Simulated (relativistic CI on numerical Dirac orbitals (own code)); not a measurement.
**Sensitivity of the levels of Er⁺ to α and to the nuclear radius**

Calculated at this level of theory: Dirac-Coulomb-Breit CI, separate exchange-only KLI orbitals for each configuration, valence Slater integrals scaled by 0.85, P86 correlation energy added to each configuration, derivatives by finite differences, QED left out (own radial code, finite nucleus).

CI space (outside the closed core [Xe]): 4f12.6s, 4f11.6s2, 4f12.6p, 4f12.5d, 4f12.6d, 4f12.7s, 4f13, 4f12.7p. The list is cut by size and lacks configurations that can hold low levels.

With x = (α/α₀)² − 1 an excitation energy changes as ω = ω₀ + qx; K = 2q/ω₀ is the relative enhancement. Terms are leading LS components, so labels can repeat. The field-shift factor is F = δν/δ⟨r²⟩ for the transition from the lowest level.

Lowest level 4f11.6s2 4I°_15/2.

```tsv
Level	ω₀ (cm⁻¹)	q (cm⁻¹)	K	F (GHz/fm²)
4f11.6s2 4I°_13/2	6419.1	6151	1.92	0.283
4f11.6s2 4I°_11/2	9986.8	6877	1.38	0.399
4f11.6s2 4I°_9/2	12251.5	5293	0.864	0.441
4f12.6s 4H_13/2	13243.3	49320	7.45	-32.7
4f12.6s 2H_11/2	13836.1	49570	7.16	-33
4f11.6s2 4F°_9/2	16158.6	2628	0.325	0.496
4f12.6s 4F_9/2	18526.6	48680	5.26	-32.6
4f12.6s 2G_7/2	18821.1	48940	5.2	-32.7
4f11.6s2 2H°_11/2	19499.9	4493	0.461	0.627
4f11.6s2 4S°_3/2	20013.9	780.6	0.078	0.575
4f12.6s 4H_11/2	20410.0	55770	5.46	-32.5
4f12.6s 4H_9/2	20483.7	55790	5.45	-32.6
4f11.6s2 4F°_7/2	21938.8	5319	0.485	0.696
```

Correlation outside the listed configurations is missing or only estimated: errors of thousands of cm⁻¹ between configurations and terms are usual at this charge. Rates and lifetimes follow the computed energies and can be off by large factors. The fine structure of a lone outer electron comes out too small, for d and f at times inverted, and misplaced configurations move strength between like terms. The computed lowest level isn't the tabulated ground level, which NIST ASD gives as 4f12 (3H<6>) 6s<1/2> (6,1/2)13/2.
